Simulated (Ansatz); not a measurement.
A structure relaxed at PBE0-D4/def2-TZVP in Ansatz, charge 0, doublet:

Cartesian coordinates in Å:
```
Li 0.653 0.922 -1.190
Li -1.432 0.177 0.726
Li 0.643 -1.291 0.713
Cl 0.767 1.060 1.006
Cl -0.631 -0.868 -1.254
```

(1) Give its formula and point group.

(2) Summarise the bond lengths by kind (pairs closer than 1.2 times the sum of covalent radii, bridged metal pairs left out).

Results:

(1) the cluster Li₃Cl₂. Point group C2v (tolerance 0.1 Å).

(2) 6 × Cl–Li 2.20 to 2.39 Å.

The relaxation made no stability test and no search for a lower SCF solution. Another isomer (doublet) lies 0.46 eV lower at PBE0-D4/def2-TZVP; other spin states weren't run for this one.
